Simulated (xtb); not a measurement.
Job for xtb: GFN2-xTB on silylphosphine (SMILES [SiH3]P), a point of a torsion scan.

```
$ xtb mol.xyz --gfn 2 --opt vtight --chrg 0 --uhf 0 --input xcontrol
7

Si    -0.87713029     0.07654312    -0.02861339
P      1.26960645    -0.12257625    -0.30437640
H     -1.58570739    -0.75811151    -1.00861736
H     -1.28332507     1.45740668    -0.24377492
H     -1.35689419    -0.35245489     1.29410498
H      1.74014695     0.26922729    -1.59017014
H      1.79206895    -1.40467963     0.13909116
$constrain
  force constant=1.0
  dihedral: 3,1,2,6,60.0
$end
```

Output:

```
[...]
           -------------------------------------------------
          |                Calculation Setup                |
           -------------------------------------------------



           -------------------------------------------------
          |                 G F N 2 - x T B                 |
           -------------------------------------------------

        Reference                      10.1021/acs.jctc.8b01176
      * Hamiltonian:
        H0-scaling (s, p, d)           1.850000    2.230000    2.230000
        zeta-weighting                 0.500000
      * Dispersion:
        s8                             2.700000
        a1                             0.520000
        a2                             5.000000
        s9                             5.000000
      * Repulsion:
        kExp                           1.500000    1.000000
        rExp                           1.000000
      * Coulomb:
        alpha                          2.000000
        third order                    shell-resolved
        anisotropic                    true
        a3                             3.000000
        a5                             4.000000
        cn-shift                       1.200000
        cn-exp                         4.000000
        max-rad                        5.000000


          ...................................................
          :                      SETUP                      :
          :.................................................:
          :  # basis functions                  25          :
          :  # atomic orbitals                  23          :
          :  # shells                           11          :
          :  # electrons                        14          :
          :  max. iterations                   250          :
          :  Hamiltonian                  GFN2-xTB          :
          :  restarted?                      false          :
          :  GBSA solvation                  false          :
          :  PC potential                    false          :
          :  electronic temp.          300.0000000     K    :
          :  accuracy                    1.0000000          :
          :  -> integral cutoff          0.2500000E+02      :
          :  -> integral neglect         0.1000000E-07      :
          :  -> SCF convergence          0.1000000E-05 Eh   :
          :  -> wf. convergence          0.1000000E-03 e    :
          :  Broyden damping             0.4000000          :
          :  net charge                          0          :
          :  unpaired electrons                  0          :
          ...................................................

 iter      E             dE          RMSdq      gap      omega  full diag
   1     -6.7070872 -0.670709E+01  0.726E+00    4.59       0.0  T
   2     -6.8073581 -0.100271E+00  0.224E+00    3.65       1.0  T
   3     -6.8098891 -0.253096E-02  0.133E+00    3.80       1.0  T
   4     -6.8102465 -0.357433E-03  0.475E-01    3.71       1.0  T
   5     -6.8102524 -0.586524E-05  0.480E-01    3.80       1.0  T
   6     -6.8104188 -0.166427E-03  0.123E-01    3.76       1.0  T
   7     -6.8104185  0.329237E-06  0.596E-02    3.77       1.0  T
   8     -6.8104210 -0.252438E-05  0.195E-02    3.76       1.9  T
   9     -6.8104209  0.106568E-06  0.113E-02    3.76       3.4  T
  10     -6.8104211 -0.185632E-06  0.315E-03    3.76      12.0  T
  11     -6.8104211 -0.396803E-08  0.963E-04    3.76      39.3  T
  12     -6.8104211 -0.726432E-10  0.452E-04    3.76      83.5  T

   *** convergence criteria satisfied after 12 iterations ***

         #    Occupation            Energy/Eh            Energy/eV
      -------------------------------------------------------------
         1        2.0000           -0.7293878             -19.8477
         2        2.0000           -0.6204890             -16.8844
         3        2.0000           -0.4764953             -12.9661
         4        2.0000           -0.4393826             -11.9562
         5        2.0000           -0.4368226             -11.8865
         6        2.0000           -0.4301642             -11.7054
         7        2.0000           -0.3506903              -9.5428 (HOMO)
         8                         -0.2123935              -5.7795 (LUMO)
         9                         -0.2051477              -5.5824
        10                         -0.1833001              -4.9878
        11                         -0.1645776              -4.4784
        12                         -0.1520166              -4.1366
       ...                                ...                  ...
        23                          0.9993382              27.1934
      -------------------------------------------------------------
                  HL-Gap            0.1382968 Eh            3.7632 eV
             Fermi-level           -0.2815419 Eh           -7.6611 eV

 SCC (total)                   0 d,  0 h,  0 min,  0.006 sec
 SCC setup           
[...]
38              -5.2130
        11                         -0.1838131              -5.0018
        12                         -0.1431311              -3.8948
       ...                                ...                  ...
        23                          0.9867732              26.8515
      -------------------------------------------------------------
                  HL-Gap            0.1731806 Eh            4.7125 eV
             Fermi-level           -0.2983996 Eh           -8.1199 eV

 SCC (total)                   0 d,  0 h,  0 min,  0.003 sec
 SCC setup                      ...        0 min,  0.000 sec (  2.691%)
 Dispersion                     ...        0 min,  0.000 sec (  0.797%)
 classical contributions        ...        0 min,  0.000 sec (  0.422%)
 integral evaluation            ...        0 min,  0.001 sec ( 27.369%)
 iterations                     ...        0 min,  0.001 sec ( 22.932%)
 molecular gradient             ...        0 min,  0.001 sec ( 42.053%)
 printout                       ...        0 min,  0.000 sec (  3.278%)

         :::::::::::::::::::::::::::::::::::::::::::::::::::::
         ::                     SUMMARY                     ::
         :::::::::::::::::::::::::::::::::::::::::::::::::::::
         :: total energy              -6.787998404895 Eh    ::
         :: gradient norm              0.000047882435 Eh/a0 ::
         :: HOMO-LUMO gap              4.712483521644 eV    ::
         ::.................................................::
         :: SCC energy                -6.843502446197 Eh    ::
         :: -> isotropic ES            0.013563522322 Eh    ::
         :: -> anisotropic ES          0.000607611109 Eh    ::
         :: -> anisotropic XC          0.003386305894 Eh    ::
         :: -> dispersion             -0.003396267601 Eh    ::
         :: repulsion energy           0.055503619259 Eh    ::
         :: add. restraining           0.000000422043 Eh    ::
         :: total charge               0.000000000000 e     ::
         :::::::::::::::::::::::::::::::::::::::::::::::::::::

           -------------------------------------------------
          |                Property Printout                |
           -------------------------------------------------

    * Orbital Energies and Occupations

         #    Occupation            Energy/Eh            Energy/eV
      -------------------------------------------------------------
         1        2.0000           -0.7362891             -20.0354
         2        2.0000           -0.6318837             -17.1944
         3        2.0000           -0.4687841             -12.7563
         4        2.0000           -0.4506003             -12.2615
         5        2.0000           -0.4416206             -12.0171
         6        2.0000           -0.4314508             -11.7404
         7        2.0000           -0.3849899             -10.4761 (HOMO)
         8                         -0.2118093              -5.7636 (LUMO)
         9                         -0.2081667              -5.6645
        10                         -0.1915738              -5.2130
        11                         -0.1838131              -5.0018
        12                         -0.1431311              -3.8948
        13                         -0.0922093              -2.5091
        14                         -0.0902438              -2.4557
        15                         -0.0261079              -0.7104
        16                          0.0648557               1.7648
        17                          0.0699734               1.9041
        18                          0.2879509               7.8355
       ...                                ...                  ...
        23                          0.9867732              26.8515
      -------------------------------------------------------------
                  HL-Gap            0.1731806 Eh            4.7125 eV
             Fermi-level           -0.2983996 Eh           -8.1199 eV

     #   Z          covCN         q      C6AA      α(0)
     1  14 Si       3.684     0.452    98.446    19.008
     2  15 P        2.883    -0.282   173.552    23.672
     3   1 H        0.918    -0.069     4.595     3.353
     4   1 H        0.919    -0.079     4.870     3.452
     5   1 H        0.919    -0.080     4.915     3.467
     6   1 H        0.977     0.028     2.601     2.520
     7   1 H        0.977     0.030     2.586     2.513

 Mol. C6AA /au·bohr⁶  :       1074.630131
Note: The following floating-point exceptions are signalling: IEEE_UNDERFLOW_FLAG IEEE_DENORMAL
normal termination of xtb
 Mol. C8AA /au·bohr⁸  :      46437.193608
 Mol. α(0) /au        :         57.985429


Wiberg/Mayer (AO) data.
largest (>0.10) Wiberg bond orders for each atom

 ---------------------------------------------------------------------------
     #   Z sym  total        # sym  WBO       # sym  WBO       # sym  WBO
 ---------------------------------------------------------------------------
     1  14 Si   3.659 --     2 P    0.974     5 H    0.886     4 H    0.885
                             3 H    0.884
     2  15 P    3.068 --     7 H    0.979     6 H    0.978     1 Si   0.974
     3   1 H    0.995 --     1 Si   0.884
     4   1 H    0.994 --     1 Si   0.885
     5   1 H    0.994 --     1 Si   0.886
     6   1 H    0.999 --     2 P    0.978
     7   1 H    0.999 --     2 P    0.979
 ---------------------------------------------------------------------------

Topologies differ in total number of bonds
Writing topology from bond orders to xtbtopo.mol

molecular dipole:
                 x           y           z       tot (Debye)
 q only:       -0.733      -0.051      -0.117
   full:       -0.506      -0.191      -0.322       1.600
molecular quadrupole (traceless):
                xx          xy          yy          xz          yz          zz
 q only:       -1.203      -0.192       0.614      -0.259       0.064       0.589
  q+dip:       -3.418      -0.518       1.707      -1.013       0.126       1.711
   full:       -3.254      -1.031       1.827      -1.732      -0.205       1.428

           -------------------------------------------------
          |                Geometry Summary                 |
           -------------------------------------------------

      molecular mass/u    :       64.0989645
   center of mass at/Å    :        0.3005909      -0.0068730      -0.0550080
  moments of inertia/u·Å² :        0.9471796E+01   0.8930820E+02   0.8971215E+02
rotational constants/cm⁻¹ :        0.1779771E+01   0.1887579E+00   0.1879080E+00

 * 6 selected distances

     #   Z          #   Z                                           value/Å
     1  14 Si       2  15 P                                       2.2363911 (max)
     1  14 Si       3   1 H                                       1.4648689
     1  14 Si       4   1 H                                       1.4620302
     1  14 Si       5   1 H                                       1.4621570
     2  15 P        6   1 H                                       1.3831055
     2  15 P        7   1 H                                       1.3824988 (min)

 * 3 distinct bonds (by element types)

   Z      Z             #   av. dist./Å        max./Å        min./Å
   1 H   14 Si          3     1.4630187     1.4648689     1.4620302
   1 H   15 P           2     1.3828022     1.3831055     1.3824988
  14 Si  15 P           1     2.2363911     2.2363911     2.2363911


optimized geometry written to: xtbopt.xyz


           -------------------------------------------------
          | TOTAL ENERGY               -6.787998404895 Eh   |
          | GRADIENT NORM               0.000047882435 Eh/α |
          | HOMO-LUMO GAP               4.712483521644 eV   |
           -------------------------------------------------

------------------------------------------------------------------------
------------------------------------------------------------------------
 total:
 SCF:
 ANC optimizer:
```

The run finished.

Warnings raised: the energy holds the restraint's term.

Cost: around 0.11 core-seconds (rough).
